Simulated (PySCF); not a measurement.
**Dipole response of Sn- (tin, charge -1)**

[Kr] 4d10 5s2 5p3, high-spin 4S determinant. Calculation: PySCF 2.14, in aug-cc-pwCVQZ-PP with ECP28MDF; a scalar-relativistic core potential. Coupled (time-dependent) response in atomic units; α is the mean over directions.

```
 method  mean α (bohr³)  C₆ (like pair)  S(−4)
LC-wPBE           160.4            2702  11970
```

S(−4) is the Cauchy moment in α(ω) = α(0) + S(−4) ω² + …

α(iu) at LC-wPBE:

| u (hartree) | α(iu) (bohr³) |
| --- | --- |
| 0 | 160.4 |
| 0.0500 | 136.7 |
| 0.100 | 100.1 |
| 0.200 | 55.21 |
| 0.300 | 34.45 |
| 0.500 | 17.36 |
| 0.750 | 9.755 |
| 1.00 | 6.499 |
| 1.50 | 3.714 |
| 2.00 | 2.501 |
| 3.00 | 1.401 |
| 5.00 | 0.6281 |

For an ion, C₆ is the dispersion term alone; charge-induced terms of lower order in 1/R come first.

Energies and moments cover only the electrons outside the core potential.
